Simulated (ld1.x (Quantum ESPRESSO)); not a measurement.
# Varying the TM potential for palladium (Pd)

Base potential:

palladium, norm-conserving Troullier–Martins (Kleinman–Bylander form), made with ld1.x (Quantum ESPRESSO) 7.5 (LDA (PZ), scalar-relativistic). Core [Ar] 3d10 4s2, reference 4p6 4d9 5s0 5p0 (charge +1). Waves: 5s (bound, empty): rc 1.80 bohr; 4p (bound): rc 1.70 bohr; 4d (bound): rc 1.20 bohr; 4f channel at 0.1 Ry: rc 1.40 bohr. Local part: all-electron potential smoothed inside 0.95 bohr (lloc = -1). Core correction: a·sin(br)/r model core inside 0.90 bohr.

Cutoffs, loose and tight: the cutoffs (Ry, on a coarse ladder) from which the occupation-weighted sum of valence levels, in a spherical-Bessel basis at the reference potential, stays within 10 and 1 mRy of its value at 400 Ry. They do not see the model core or the augmentation charge, which bear on the density cutoff. Test errors are all-electron minus pseudo excitation energies from the reference, over the configurations 4p6 4d10 5s0 5p0; 4p6 4d8 5s0 5p0; 4p6 4d7 5s0 5p0; 4p6 4d9 5s1 5p0; 4p6 4d9 5s0 5p1; 4p6 4d8 5s1 5p0; 4p6 4d6 5s0 5p0 (two spin-polarised tests are not counted in the largest error). A dash means not determined; rows that change the core or the reference have their own tests. The largest error is taken over the tests solved by every variant that gives reliable tests at all: 4p6 4d10 5s0 5p0; 4p6 4d6 5s0 5p0; 4p6 4d7 5s0 5p0; 4p6 4d8 5s0 5p0; 4p6 4d9 5s0 5p1.

A true bound ghost makes a file unfit for plane-wave use even where its test errors are small: the radial tests pick states by their node count and pass the ghost by. Where a test does run into it, the solver fails or the error is huge.

```tsv
change	outcome	cutoff, loose	cutoff, tight	bound ghosts	largest test error (meV)
base	generated	80 Ry	90 Ry	s	+76
all radii but the core radius scaled by about 0.90 (s 1.62, p 1.52, d 1.08, f 1.26 bohr); local potential all-electron potential smoothed inside 0.86 bohr (lloc = -1)	generated	90 Ry	140 Ry	s	+74
all radii but the core radius scaled by about 1.08 (s 1.94, p 1.84, d 1.30, f 1.50 bohr); local potential all-electron potential smoothed inside 1.02 bohr (lloc = -1)	generated	70 Ry	90 Ry	s	+74
all radii but the core radius scaled by about 1.14 (s 2.06, p 1.94, d 1.38, f 1.60 bohr); local potential all-electron potential smoothed inside 1.08 bohr (lloc = -1)	generated	70 Ry	90 Ry	s	+67
```

What comes out with this change to the base: all radii but the core radius scaled by about 1.40 (s 2.52, p 2.38, d 1.68, f 1.96 bohr); local potential all-electron potential smoothed inside 1.32 bohr (lloc = -1)?

outcome: generated; cutoff, loose: 60 Ry; cutoff, tight: 80 Ry; bound ghosts: s; largest test error (meV): -98.

What comes out with this change to the base: all radii but the core radius scaled by about 1.28 (s 2.30, p 2.16, d 1.54, f 1.78 bohr); local potential all-electron potential smoothed inside 1.22 bohr (lloc = -1)?

outcome: generated; cutoff, loose: 70 Ry; cutoff, tight: 80 Ry; bound ghosts: s; largest test error (meV): -75.

What comes out with this change to the base: all radii but the core radius scaled by about 0.78 (s 1.40, p 1.32, d 0.94, f 1.10 bohr); local potential all-electron potential smoothed inside 0.74 bohr (lloc = -1)?

outcome: generated; cutoff, loose: 160 Ry; cutoff, tight: 300 Ry; bound ghosts: s; largest test error (meV): +80.

Reading the sweep of the scale of all radii but the core radius (base = 1) (base included, trends over the rows without a ghost): Bound ghosts are found at 0.78, 0.9, 1, 1.08, 1.14, 1.28, 1.4. Every judged row has one, so this setting neither creates nor removes them.
